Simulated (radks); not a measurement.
The numbers below are computed, except where a source is named.
Excited configurations of the praseodymium ion Pr3+: one electron is placed in a higher orbital outside [Xe] 4f1. The ground configuration is [Xe] 4f2. Level of theory: Dirac Kohn-Sham, PBE, spin-unpolarised, spherical densities, finite nucleus; open shells fill j = l - 1/2 first; Fermi nuclear charge, rms radius 4.8919 fm (a radial shooting solver on a logarithmic mesh with Libxc functionals). Excitation = E - E(ground); binding = E(ion) - E, where the ion is the core of charge +4; n* = 4/sqrt(2 binding) in atomic units, and the quantum defect is n - n*.

| outer orbital | excitation (eV) | binding (eV) | n* | quantum defect | eigenvalue (eV) | <r> (bohr) |
|---|---|---|---|---|---|---|
| 6s1/2 | 12.526 | 26.613 | 2.860 | 3.140 | -23.295 | 3.211 |
| 7p1/2 | 26.369 | 12.770 | 4.129 | 2.871 | -11.349 | 6.375 |
| 7d3/2 | 29.508 | 9.631 | 4.754 | 2.246 | -8.509 | 8.013 |
| 7f5/2 | 32.581 | 6.558 | 5.761 | 1.239 | -5.802 | 11.25 |

Estimate the row for 5d3/2.

Answer. excitation (eV) 8.218; binding (eV) 30.921; n* 2.653; quantum defect 2.347; eigenvalue (eV) -25.896; <r> (bohr) 2.193. The Delta-SCF ionisation energy is 39.139 eV (NIST Atomic Spectra Database: 38.98 eV, semi-empirical). Self-interaction in the functional shifts the binding energies and quantum defects, so they are the method's values and not measured ones. Spin polarisation and multiplet splitting are left out, so open shells lie too high by an amount that depends on their filling.

Beside tabulated values, note that spin-unpolarised runs miss the spin-polarisation part of the exchange energy of open shells.
